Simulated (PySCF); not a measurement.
C₃H₃, SMILES [CH][C][CH2+] (connectivity only; charge and spin as stated), charge +1, multiplicity 1.

Geometry: PBE-D3(BJ)/def2-TZVP.

These are PySCF with PBE-D3(BJ)/def2-TZVP values and carry that method's errors.

No scaling factor is applied to the harmonic values.

Computed normal modes with their intensities:
```tsv
mode	ν (cm⁻¹)	IR (km/mol)	moving atoms (share of kinetic energy)
1	273	24.3	C 74 %, H 26 %
2	308	14.1	C 73 %, H 27 %
3	590	60.2	H 82 %, C 18 %
4	868	6.5	H 70 %, C 30 %
5	996	0.6	H 67 %, C 33 %
6	1076	14.0	H 72 %, C 28 %
7	1126	16.8	C 74 %, H 26 %
8	1418	10.7	H 77 %, C 23 %
9	2093	283.6	C 92 %, H 8 %
10	3028	32.1	H 95 %
11	3125	45.1	H 89 %, C 11 %
12	3295	125.7	H 86 %, C 14 %
```
